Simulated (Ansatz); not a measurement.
`CCC(=O)S` + `CNC` → `CCC(=O)N(C)C` + H₂S  (substitution at a C–S bond)

Isolated molecules relaxed with PBE0-D4/def2-TZVP in Ansatz; ΔE leaves out vibrations. CBS: MP2 limit from def2 TZ/QZ plus the TZ coupled-cluster correction, frozen cores. This one scheme is used for every species. DFT in def2-TZVPP. B3LYP here is the variant with VWN-RPA as its local correlation; programs differ in this. One conformer a species, not always the lowest.

| level | ΔE (kJ/mol) |
| --- | --- |
| PBE-D4 | -37.5 |
| B3LYP-D4 | -42.4 |
| PBE | -31.7 |
| B3LYP | -34.0 |
| HF/def2-QZVPP | -40.2 |
| MP2/def2-QZVPP | -44.2 |
| SCS-MP2/def2-QZVPP | -40.6 |
| MP2/CBS(def2) | -43.4 |

Task: What does CCSD(T)/CBS give? (Estimate.)

Result: Computed: -43.1 kJ/mol. The listed levels differ from it by 5.6, 0.7, 11.4, 9.1, 2.9, -1.1, 2.5, -0.3 kJ/mol.

Largest T1 diagnostic among the species: 0.014.

From PBE to PBE0 (25 % exact exchange), in def2-TZVPP and without D4, ΔE moves by −6.8 kJ/mol. In def2-TZVPP, CCSD(T) changes the Hartree–Fock value by −4.8 kJ/mol (the triples alone add +0.2 kJ/mol) and MP2 by −5.1 kJ/mol.
